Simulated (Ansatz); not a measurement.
The same path of CH3OSe (6 atoms, charge 1, multiplicity 1) was run 3 times with different band settings. The coordinate that changes most is the dihedral C1–Se2–O3–H6.

Computed with RKS revPBE-D4/def2-SVP in Ansatz.

Relaxed end points:

```xyz
6
Properties=species:S:1:pos:R:3
C -0.888 -0.084 -0.696
Se 0.545 -0.841 -0.025
O 1.093 0.473 1.040
H -1.474 -0.673 -1.426
H -1.192 0.938 -0.401
H 1.915 0.187 1.507
```

```xyz
6
Properties=species:S:1:pos:R:3
C -0.789 -0.066 -0.613
Se 0.582 -1.039 -0.099
O 1.523 -0.105 1.067
H -1.464 -0.540 -1.352
H -1.008 0.957 -0.255
H 1.157 0.793 1.254
```

Common settings: climbing image yes; optimiser quadratic models (default); start path through a guess of the saddle point; force threshold 0.05 eV/Å; end points relaxed.

| run | movable images | spring | iteration limit |
| --- | --- | --- | --- |
| 1 | 5 | 5.0 eV/Å² | 50 |
| 2 | 5 | 2.0 to 10.0 eV/Å², energy-weighted | 60 |
| 3 | 3 | 5.0 eV/Å² | 60 |

What does each run give, and how far can it be trusted?

Run 1: converged after 9 iterations, highest image 0.185 eV above the first end. A vibrational analysis at the climbing image gives one clearly imaginary mode, 322i cm⁻¹: a first-order saddle point.
Run 2: converged after 10 iterations, highest image 0.185 eV above the first end. Another band between the same ends (5 images) ends at a top of the same energy, where a vibrational analysis finds 1 clearly imaginary mode.
Run 3: converged after 10 iterations, highest image 0.185 eV above the first end. Another band between the same ends (5 images) ends at a top of the same energy, where a vibrational analysis finds 1 clearly imaginary mode. So few images can step over the top or miss a turn of the path.
Limits of this set-up: the dipole of an ion depends on the origin.
